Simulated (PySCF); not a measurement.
# Pd⁺: ionisation energy

Pd⁺ [Kr] 4d9 (2D) → Pd²⁺ [Kr] 4d8 (3F), as a difference of total energies. Computed with PySCF 2.14 in def2-QZVPPD with the def2 core potential (28 electrons) (7s5p4d4f2g, 88 functions), with scalar relativity through the core potential. Correlated levels: valence: 4s2 4p6 frozen; valence and next inner shell: nothing frozen outside the core potential. The calculations carry no spin-orbit coupling.

```
                                method  ionisation energy (eV)
                                   UHF                  17.418
                                   LDA                  20.223
                                   PBE                  19.731
                                  PBE0                  19.449
                                r2SCAN                  19.251
                               r2SCANh                  19.206
                               r2SCAN0                  19.140
                                   M06                  20.128
                               LC-wPBE                  19.412
                         MP2 (valence)                  19.471
                     SCS-MP2 (valence)                  19.338
    MP2 (valence and next inner shell)                  19.572
SCS-MP2 (valence and next inner shell)                  19.324
```

Problem. How much does correlation contribute at MP2 (valence and next inner shell)?

Solution. 19.572 − (17.418) = 2.154 eV, measured against UHF.

The reference lies between the lowest fine-structure levels, while these numbers refer to the centres of the terms.

Errors of the correlated levels include the incompleteness of this basis and the frozen core.

For comparison: 19.43 ± 0.12 eV (semi-empirical (NIST evaluation); NIST Atomic Spectra Database, ionization energies).
